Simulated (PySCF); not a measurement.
C₄H₇Br. Atoms are numbered in the order given.

```xyz
12

C      1.6264     1.1648     0.0000
C      0.1704     0.7675     0.0000
Br    -0.0621    -1.1756     0.0000
C     -0.8569     1.5641    -0.7591
C     -0.8569     1.5641     0.7591
H      2.1468     0.7776     0.8987
H      1.7120     2.2712     0.0000
H      2.1468     0.7776    -0.8987
H     -0.5013     2.4606    -1.2933
H     -1.6631     1.0172    -1.2701
H     -0.5013     2.4606     1.2933
H     -1.6631     1.0172     1.2701
```
Charge 0, spin multiplicity 1.

The structure is a stationary point at PBE-D3(BJ)/def2-SVP.

Level of theory: PBE-D3(BJ)/def2-SVP run with PySCF.

Frequencies are harmonic and unscaled.

Computed normal modes with their intensities:
```csv
mode,ν (cm⁻¹),IR (km/mol),moving atoms (share of kinetic energy)
1,234,0.0,H 92 %
2,261,1.1,"C 62 %, H 22 %, Br 16 %"
3,286,0.7,"C 49 %, H 28 %, Br 23 %"
4,290,0.0,"H 51 %, C 46 %"
5,367,1.1,"C 65 %, H 34 %"
6,474,12.7,"C 63 %, H 25 %, Br 12 %"
7,740,0.9,H 98 %
8,798,4.6,"C 67 %, H 33 %"
9,842,1.2,"H 72 %, C 28 %"
10,907,3.2,"C 55 %, H 45 %"
11,912,1.4,"H 66 %, C 34 %"
12,991,13.4,"H 82 %, C 18 %"
13,1025,0.3,"H 66 %, C 34 %"
14,1033,8.9,"C 62 %, H 38 %"
15,1078,5.5,"H 52 %, C 48 %"
16,1126,0.0,"H 75 %, C 25 %"
17,1165,52.6,"C 59 %, H 41 %"
18,1297,1.4,"H 59 %, C 41 %"
19,1354,3.7,"H 64 %, C 36 %"
20,1373,8.6,H 92 %
21,1398,4.3,H 96 %
22,1415,5.7,H 93 %
23,1436,6.4,"H 53 %, C 47 %"
24,2969,18.6,H 97 %
25,3060,5.3,"H 91 %, C 9 %"
26,3061,8.2,H 95 %
27,3064,11.3,H 94 %
28,3070,7.8,"H 90 %, C 10 %"
29,3157,0.3,"H 89 %, C 11 %"
30,3166,1.9,"H 89 %, C 11 %"
```
